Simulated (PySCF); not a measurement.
Al(H)(F)(NH2) (AlFH3N), SMILES [AlH]([NH2])[F].

Geometry: r2SCAN-D4/def2-TZVP. One conformer was computed; it need not be the lowest.

Level of theory: IEF-PCM-PBE0/def2-SVP run with PySCF.

The values are the electrostatic part of the solvation free energy, E(continuum) − E(gas) at the gas-phase geometry, in a cavity of scaled van der Waals radii (PySCF's table); cavitation and dispersion terms are not included. A continuum can't describe solvent molecules that bind to the metal. In vacuum the orbital gap is 7.69 eV. The dipole moment in vacuum is 2.32 D.

```tsv
solvent	ε	ΔG(elec) (kcal/mol)	dipole (D)	gap (eV)
water	78.36	-5.8	2.66	7.74
chlorobenzene	5.70	-4.4	2.59	7.72
acetone	20.49	-5.5	2.65	7.73
```
